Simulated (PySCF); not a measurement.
## AgH₃: from structure and modes to constants

Computed with PBE0/[Ag def2-TZVP with ECP28, H def2-TZVP], scalar-relativistic core potentials, density fitting, no spin–orbit coupling, PySCF.

The singlet minimum has C2v symmetry. Masses (u): Ag 106.90509, H 1.00782.

```xyz
4
charge 0 multiplicity 1, angstrom
Ag   -0.0205    0.0000    0.0000
H     1.9090   -0.3861    0.0000
H     1.9090    0.3861    0.0000
H    -1.6419    0.0000    0.0000
```

Harmonic wavenumbers (cm⁻¹): 375.2 (b2, ×1), 419.0 (b1, ×1), 589.9 (a1, ×1), 916.3 (b2, ×1), 1840.5 (a1, ×1), 4024.4 (a1, ×1).

Question: Find the principal moments of inertia and the rotational constants. What kind of rotor is it?

Answer: About the centre of mass I = 0.30049, 10.108, 10.408 u Å². With B = 16.8576/I this gives 56.1, 1.668, 1.62 cm⁻¹. The molecule is an asymmetric top with κ = -1.00.

Question: Find the vibrational entropy and heat capacity at 298.15 K.

Answer: With u = 1.43878 ω/T, each mode gives S = R[u/(eᵘ−1) − ln(1−e⁻ᵘ)] and C = R u² eᵘ/(eᵘ−1)².
| ω (cm⁻¹) | u | S (J/(mol K)) | C (J/(mol K)) |
| --- | --- | --- | --- |
| 375.2 | 1.811 | 4.43 | 6.37 |
| 419.0 | 2.022 | 3.75 | 5.98 |
| 589.9 | 2.847 | 1.96 | 4.41 |
| 916.3 | 4.422 | 0.55 | 2.00 |
| 1840.5 | 8.882 | 0.01 | 0.09 |
| 4024.4 | 19.420 | 0.00 | 0.00 |
The sums over all modes are S = 10.7 and C = 18.8 J/(mol K); the softest mode gives 41 % of the entropy.

Stability towards spin polarisation was not tested. This need not be the most stable arrangement of these atoms.
